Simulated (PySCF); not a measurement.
## How methods differ on the ionisation energy of Mo⁴¹⁺

Mo⁴¹⁺ 1s1 (2S) → Mo⁴²⁺ (bare nucleus), as a difference of total energies. All numbers are calculated (PySCF 2.14, the spin-free X2C one-electron Hamiltonian (Gaussian nucleus), in an even-tempered Gaussian basis (17 s from 69 bohr⁻², ratio 2.2; 7 p from 100 bohr⁻², ratio 2.4; 4 d from 310 bohr⁻², ratio 2.4; 3 f from 470 bohr⁻², ratio 2.4; 3 g from 700 bohr⁻², ratio 2.4)). The calculations carry no spin-orbit coupling.

| method | ionisation energy (eV) |
| --- | --- |
| UHF | 24591.5 |
| LDA | 24540.9 |
| PBE | 24586.6 |
| PBE0 | 24587.8 |
| r2SCAN | 24592.8 |
| TPSSh | 24592.5 |
| revPBE | 24592.1 |

For one electron Hartree-Fock is exact for this Hamiltonian up to the basis; QED and nuclear recoil make up the gap, and the density functionals add self-interaction.

For comparison: 24572.2 eV (theoretical estimate listed by NIST; NIST Atomic Spectra Database, ionization energies).
